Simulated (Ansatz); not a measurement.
CH3F2InO (`[OH][In]([F])[CH2]F`) at its PBE0-D4/def2-TZVP geometry, where that method's forces vanish. The species carries charge 0 and has multiplicity 1. In: def2 effective core potential.

```json
{"atom": "O1", "x (Å)": "-1.2468", "y (Å)": "-1.7526", "z (Å)": "1.2469"}
{"atom": "In2", "x (Å)": "0.0518", "y (Å)": "-0.3486", "z (Å)": "0.7848"}
{"atom": "F3", "x (Å)": "1.2190", "y (Å)": "-0.0708", "z (Å)": "2.3246"}
{"atom": "C4", "x (Å)": "0.4503", "y (Å)": "0.8825", "z (Å)": "-0.9498"}
{"atom": "F5", "x (Å)": "-0.4503", "y (Å)": "0.6219", "z (Å)": "-1.9619"}
{"atom": "H6", "x (Å)": "-1.8619", "y (Å)": "-1.9481", "z (Å)": "0.5355"}
{"atom": "H7", "x (Å)": "0.3769", "y (Å)": "1.9355", "z (Å)": "-0.6692"}
{"atom": "H8", "x (Å)": "1.4610", "y (Å)": "0.6801", "z (Å)": "-1.3110"}
```

(1) For each bond, give half the difference of the two atoms' forces along it (eV/Å; positive pushes the atoms apart) under PBE-D4, r2SCAN-D4, B3LYP-D4, ωB97M-V in def2-TZVPP. (Estimate.)

Results:

(1) Computed: 
```tsv
bond	length (Å)	PBE-D4	r2SCAN-D4	B3LYP-D4	ωB97M-V
O1–In2	1.968	0.28	0.10	0.18	0.02
O1–H6	0.961	0.41	0.05	-0.02	-0.07
In2–F3	1.952	0.41	0.08	0.21	0.04
In2–C4	2.164	-0.16	-0.04	0.02	-0.16
C4–F5	1.380	0.39	0.28	0.36	0.38
C4–H7	1.092	0.06	-0.07	-0.17	-0.12
C4–H8	1.092	0.06	-0.07	-0.17	-0.12
```

B3LYP here is the variant with VWN-RPA as its local correlation; programs differ in this.
